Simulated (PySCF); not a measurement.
Al(Cl)(OH)(SeH) (AlClH2OSe), SMILES [SeH][Al]([OH])[Cl].

Geometry optimised at r2SCAN-D4/def2-SVP. The structure was generated by enumeration; whether it is a known compound was not checked. Other conformers were not sampled.

Computed with TDA-PBE0/def2-SVPD (PySCF).

Vertical excitations.  State labels are in the subgroup Cs.

Task: Estimate the UV-visible absorptions. (An estimate is asked for; the answer gives what the named calculation found.)

Result: 
```tsv
state	symmetry	energy (eV)	λ (nm)	f	main pairs
S1	A"	5.21	238	0.040	HOMO→LUMO 97 %
S2	A"	5.84	212	0.005	HOMO→LUMO+2 97 %
S3	A'	6.10	203	0.047	HOMO→LUMO+1 84 %
S4	A'	7.02	177	0.156	HOMO−1→LUMO 48 %, HOMO−2→LUMO 43 %
S5	A"	7.04	176	0.000	HOMO−3→LUMO 72 %, HOMO→LUMO+3 22 %
S6	A"	7.11	174	0.004	HOMO→LUMO+3 69 %, HOMO−3→LUMO 24 %
S7	A'	7.29	170	0.293	HOMO−2→LUMO 48 %, HOMO−1→LUMO 30 %, HOMO−1→LUMO+2 9 %
S8	A"	7.30	170	0.001	HOMO−1→LUMO+1 84 %
S9	A"	7.40	168	0.014	HOMO→LUMO+4 87 %
S10	A"	7.61	163	0.032	HOMO−2→LUMO+1 62 %, HOMO−4→LUMO 34 %
T1	A"	4.87	255	0	HOMO→LUMO 92 %
T2	A'	5.28	235	0	HOMO→LUMO+1 95 %
T3	A"	5.33	233	0	HOMO→LUMO+2 95 %
T4	A'	6.32	196	0	HOMO−1→LUMO 84 %
```
Triplets are in the Tamm–Dancoff approximation.
